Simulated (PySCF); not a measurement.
An unknown is described by computed data only.

Elements present: C, F, H, N and O. Monoisotopic mass: 124.0193 u (electron mass counted); charge +1.

| Item | Value |
| --- | --- |
| 1H NMR | chemical shifts (computed TMS as zero) by class: 9.80 (1 H), 9.31 (1 H), 8.77 (1 H) ppm [GIAO PBE0/pcSseg-1] |
| Triplet | lowest triplet excitation (Tamm–Dancoff): 3.13 eV [TDA PBE0/def2-SVPD] |
| Rotational structure | rotational constants A, B, C: 2.992, 1.537, 1.015 GHz [GFN2-xTB] |
| NMR, other nuclei | isotropic shieldings of nuclei other than C and H, by class: -111 (1 N), 2 (1 O), 184 (1 F) ppm [GIAO PBE0/pcSseg-1] |
| UV, strongest line | among the 6 lowest singlet transitions: S6 at 5.95 eV (209 nm, f = 0.269) [TDDFT PBE0/def2-SVPD] |
| UV, first state | lowest singlet excitation: 4.46 eV (278 nm, f = 0.126) [TDDFT PBE0/def2-SVPD] |
| Polarisability | 71.3 au [PBE0/def2-SVPD] |
| 13C NMR | chemical shifts (computed TMS as zero) by class: 179.7 (1 C), 177.9 (1 C), 170.3 (1 C), 132.9 (1 C), 110.1 (1 C), 109.1 (1 C) ppm [GIAO PBE0/pcSseg-1] |

Gas-phase values; electronic properties from PySCF, density fitting. Levels stand in brackets. Geometry: GFN2-xTB; no solvent, vibrations or thermal averaging. NMR values are class means; diastereotopic atoms form classes of their own.

Question: Which formula fits the mass and the elements?

Answer: C6H3FNO (calculated 124.0193). No other formula that holds each of these elements comes within 0.0003 u with a fitting electron parity and a possible valence count.

Question: Propose a structure and show how it fits.

Answer: Numbering: `[N:1]#[C:2][c:3]1[cH:4][cH:5][cH:6][o+:7][c:8]1[F:9]`. 6 carbons fall into 6 classes; from least to most shielded: aromatic C–F carbon [C8] (179.7 ppm), aromatic CH carbon [C4] (177.9 ppm), aromatic CH next to a ring oxygen [C6] (170.3 ppm), aromatic CH carbon [C5] (132.9 ppm), substituted aromatic carbon [C3] (110.1 ppm), nitrile carbon [C2] (109.1 ppm). Hydrogen classes from least to most shielded: 1 H on an aromatic CH carbon, C4 (9.80 ppm), 1 H on an aromatic CH next to a ring oxygen, C6 (9.31 ppm), 1 H on an aromatic CH carbon, C5 (8.77 ppm). The other shieldings belong to: -111 ppm, nitrile nitrogen [N1]; 2 ppm, ring oxygen [O7]; 184 ppm, aryl fluorine [F9]. S1 is mainly HOMO→LUMO (weight 0.96); the largest Löwdin shares of the orbital it empties are 0.27 on the nitrile nitrogen, 0.18 on the nitrile carbon, 0.12 on the substituted aromatic carbon and 0.12 on the aromatic CH next to a ring oxygen, of the orbital it fills 0.28 on an aromatic CH carbon, 0.19 on the aromatic CH next to a ring oxygen, 0.15 on the ring oxygen and 0.11 on the aromatic C–F carbon. The optimised geometry has point group Cs and is an asymmetric top. Structure: `N#Cc1ccc[o+]c1F`. The assignments are read from this structure; whether some other isomer fits the data as well wasn't checked.
